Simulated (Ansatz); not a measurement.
`S/C=C/c1ccc(/C=C/c2ccc(/C=C/c3ccc(/C=C/c4ccc(S)cc4)cc3)cc2)cc1`, relaxed as a singlet with RKS PBE-D4/def2-SVP in Ansatz, starting from the GFN2-xTB geometry. Force threshold 0.03 eV/Å.

Single mean-field runs in def2-SVP are fitted with def2-universal-jkfit.

Start:

```xyz
60

S     5.363   12.042    5.787
C     4.416   10.614    5.393
C     4.936    9.591    4.711
C     4.243    8.375    4.339
C     4.863    7.491    3.450
C     4.248    6.327    3.048
C     2.979    5.981    3.524
C     2.272    4.781    3.136
C     2.689    3.846    2.266
C     1.953    2.670    1.856
C     0.757    2.255    2.452
C     0.077    1.154    1.984
C     0.546    0.407    0.895
C    -0.246   -0.702    0.411
C    -0.023   -1.406   -0.712
C    -0.833   -2.482   -1.236
C    -1.999   -2.956   -0.624
C    -2.740   -3.963   -1.197
C    -2.362   -4.561   -2.406
C    -3.190   -5.613   -2.955
C    -2.938   -6.332   -4.061
C    -3.755   -7.398   -4.601
C    -3.315   -8.075   -5.745
C    -4.043   -9.105   -6.297
C    -5.245   -9.493   -5.714
S    -6.146  -10.826   -6.443
C    -5.705   -8.834   -4.581
C    -4.969   -7.803   -4.037
C    -1.190   -4.097   -3.012
C    -0.451   -3.086   -2.442
C     1.763    0.799    0.327
C     2.444    1.897    0.797
C     2.368    6.861    4.427
C     2.979    8.028    4.825
H     4.377   12.722    6.366
H     3.397   10.642    5.740
H     5.965    9.664    4.382
H     5.843    7.736    3.067
H     4.761    5.679    2.355
H     1.302    4.668    3.604
H     3.648    3.965    1.779
H     0.357    2.798    3.295
H    -0.848    0.861    2.462
H    -1.110   -0.934    1.020
H     0.832   -1.159   -1.328
H    -2.330   -2.527    0.310
H    -3.640   -4.305   -0.703
H    -4.086   -5.816   -2.383
H    -2.039   -6.133   -4.630
H    -2.380   -7.786   -6.206
H    -3.691   -9.620   -7.177
H    -7.130  -10.835   -5.544
H    -6.639   -9.130   -4.123
H    -5.351   -7.305   -3.159
H    -0.859   -4.527   -3.945
H     0.448   -2.744   -2.936
H     2.181    0.234   -0.492
H     3.379    2.180    0.333
H     1.391    6.615    4.818
H     2.475    8.671    5.530
```

(1) Estimate the energy that the relaxation releases and the steps that it takes.

(2) Does the start keep its bonding?

(3) Predict the relaxed structure.

Answers

(1) 12.1 kcal/mol, in 13 steps; 47 s on 2 threads of AMD EPYC 7R13 on a shared host and a share (18 GiB) of an NVIDIA H100 80GB HBM3. The force fell under the threshold at step 5, but the optimiser went on and released 0.006 eV more. No frequencies were taken in this run, so the end may be a saddle point.

(2) By distances, no bond broke or formed. The bond that changes most is S1–H35, from 1.33 to 1.36 Å (atoms count from 1).

(3) 
Cartesian coordinates in Å:
```
S 5.663 11.973 6.220
C 4.660 10.614 5.726
C 5.108 9.632 4.899
C 4.364 8.448 4.478
C 4.937 7.580 3.512
C 4.271 6.444 3.058
C 2.983 6.104 3.547
C 2.232 4.936 3.107
C 2.604 4.029 2.157
C 1.846 2.869 1.709
C 0.599 2.480 2.263
C -0.087 1.368 1.779
C 0.422 0.577 0.715
C -0.356 -0.559 0.239
C -0.047 -1.388 -0.801
C -0.838 -2.505 -1.296
C -2.061 -2.926 -0.711
C -2.787 -3.986 -1.246
C -2.346 -4.694 -2.397
C -3.165 -5.777 -2.924
C -2.923 -6.521 -4.042
C -3.750 -7.594 -4.580
C -3.361 -8.235 -5.783
C -4.117 -9.262 -6.352
C -5.309 -9.693 -5.731
S -6.224 -10.998 -6.505
C -5.712 -9.070 -4.528
C -4.948 -8.045 -3.970
C -1.116 -4.283 -2.973
C -0.389 -3.224 -2.436
C 1.676 0.958 0.170
C 2.362 2.068 0.655
C 2.416 6.967 4.522
C 3.083 8.102 4.977
H 4.672 12.693 6.812
H 3.642 10.588 6.148
H 6.128 9.722 4.485
H 5.935 7.818 3.111
H 4.759 5.804 2.308
H 1.257 4.804 3.607
H 3.571 4.171 1.645
H 0.160 3.060 3.088
H -1.054 1.091 2.228
H -1.299 -0.730 0.785
H 0.889 -1.207 -1.358
H -2.449 -2.409 0.179
H -3.736 -4.286 -0.774
H -4.078 -5.985 -2.340
H -2.015 -6.304 -4.630
H -2.436 -7.909 -6.284
H -3.785 -9.732 -7.290
H -7.230 -11.043 -5.588
H -6.637 -9.392 -4.025
H -5.294 -7.584 -3.033
H -0.724 -4.805 -3.858
H 0.561 -2.925 -2.908
H 2.119 0.372 -0.649
H 3.333 2.341 0.211
H 1.420 6.726 4.927
H 2.602 8.732 5.740
```
Bond lengths: 35 × C–C 1.36 to 1.46 Å; 2 × C–S 1.76 to 1.77 Å; 24 × C–H 1.10 Å; 2 × H–S 1.36 Å.
